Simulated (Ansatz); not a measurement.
`C[Si](F)(F)C#N` + `O[SiH2]N[SiH2]Cl` → `CO[SiH2]N[SiH2]Cl` + `N#C[SiH](F)F`  (substitution at a C–Si bond)

Program: Ansatz. Geometries: PBE0-D4/def2-TZVP. ΔE: electronic, gas phase. CCSD(T)/CBS adds triple-zeta CCSD(T) − MP2 to the extrapolated MP2 energy (def2 sets, frozen cores). This one scheme is used for every species. Functionals use def2-TZVPP. B3LYP here is the variant with VWN-RPA as its local correlation; programs differ in this. Each species was taken in one conformer, which may not be the lowest.

```json
{"level": "PBE-D4", "ΔE (kJ/mol)": "116.6", "difference from CCSD(T)/CBS": "-1.7"}
{"level": "r2SCAN-D4", "ΔE (kJ/mol)": "121.4", "difference from CCSD(T)/CBS": "3.1"}
{"level": "PBE0-D4", "ΔE (kJ/mol)": "119.1", "difference from CCSD(T)/CBS": "0.8"}
{"level": "B3LYP-D4", "ΔE (kJ/mol)": "110.3", "difference from CCSD(T)/CBS": "-8.0"}
{"level": "ωB97X-V", "ΔE (kJ/mol)": "112.9", "difference from CCSD(T)/CBS": "-5.4"}
{"level": "ωB97M-V", "ΔE (kJ/mol)": "118.8", "difference from CCSD(T)/CBS": "0.5"}
{"level": "B2PLYP", "ΔE (kJ/mol)": "115.2", "difference from CCSD(T)/CBS": "-3.1"}
{"level": "PBE", "ΔE (kJ/mol)": "118.7", "difference from CCSD(T)/CBS": "0.4"}
{"level": "r2SCAN", "ΔE (kJ/mol)": "122.3", "difference from CCSD(T)/CBS": "4.0"}
{"level": "PBE0", "ΔE (kJ/mol)": "121.2", "difference from CCSD(T)/CBS": "2.9"}
{"level": "B3LYP", "ΔE (kJ/mol)": "113.3", "difference from CCSD(T)/CBS": "-5.0"}
{"level": "HF/def2-TZVPP", "ΔE (kJ/mol)": "106.1", "difference from CCSD(T)/CBS": "-12.2"}
{"level": "MP2/def2-TZVPP", "ΔE (kJ/mol)": "120.4", "difference from CCSD(T)/CBS": "2.1"}
{"level": "SCS-MP2/def2-TZVPP", "ΔE (kJ/mol)": "112.5", "difference from CCSD(T)/CBS": "-5.8"}
{"level": "CCSD/def2-TZVPP", "ΔE (kJ/mol)": "114.9", "difference from CCSD(T)/CBS": "-3.4"}
{"level": "CCSD(T)/def2-TZVPP", "ΔE (kJ/mol)": "115.2", "difference from CCSD(T)/CBS": "-3.1"}
{"level": "HF/def2-QZVPP", "ΔE (kJ/mol)": "105.5", "difference from CCSD(T)/CBS": "-12.8"}
{"level": "MP2/def2-QZVPP", "ΔE (kJ/mol)": "122.0", "difference from CCSD(T)/CBS": "3.7"}
{"level": "SCS-MP2/def2-QZVPP", "ΔE (kJ/mol)": "114.4", "difference from CCSD(T)/CBS": "-3.9"}
{"level": "HF/CBS(def2)", "ΔE (kJ/mol)": "105.4", "difference from CCSD(T)/CBS": "-12.9"}
{"level": "MP2/CBS(def2)", "ΔE (kJ/mol)": "123.5", "difference from CCSD(T)/CBS": "5.2"}
{"level": "CCSD/CBS(def2)", "ΔE (kJ/mol)": "118.0", "difference from CCSD(T)/CBS": "-0.3"}
{"level": "CCSD(T)/CBS", "ΔE (kJ/mol)": "118.3", "difference from CCSD(T)/CBS": "0"}
```

Largest T1 diagnostic among the species: 0.013.

The D4 term adds −3.1 kJ/mol with B3LYP and −2.1 kJ/mol with PBE0; it sums over pairs of atoms, weighted by their polarisabilities, and B3LYP, whose exchange is more repulsive, gets the larger term. In def2-TZVPP, CCSD(T) changes the Hartree–Fock value by +9.1 kJ/mol (the triples alone add +0.2 kJ/mol) and MP2 by +14.3 kJ/mol.
